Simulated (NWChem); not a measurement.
System: SnH2O, singlet; SMILES [OH][SnH]

NWChem input:

```
start job
memory heap 200 mb stack 900 mb global 1100 mb
geometry units angstroms noautosym nocenter noautoz
  Sn     0.034367    -0.301562     0.000000
  H     -1.767612    -0.378862     0.000000
  O      0.095844     1.698792     0.000000
  H     -0.775516     2.111988     0.000000
end
basis spherical
  * library def2-svpd
end
ecp
  Sn library def2-ecp
end
dft
  xc xcamb88 1.00 lyp 0.81 vwn_5 0.19 hfexch 1.00
  cam 0.33 cam_alpha 0.19 cam_beta 0.46
  iterations 150
end
property
  response 1 0.0
end
task dft property
```

Low-valent species are run as closed-shell singlets; no triplet was tried in these runs. Geometry: optimised at PBE0/def2-SVP. Not confirmed as a minimum by frequencies. def2 effective core potentials on Sn; no spin-orbit coupling.

Static field.

### Question
Predict the main results of this run. (CAM-B3LYP/def2-SVPD with def2 effective core potentials on Sn.) Quantities: isotropic polarisability (bohr³); anisotropy (bohr³).

### Answer
isotropic polarisability (bohr³): 48.4
anisotropy (bohr³): 12.9
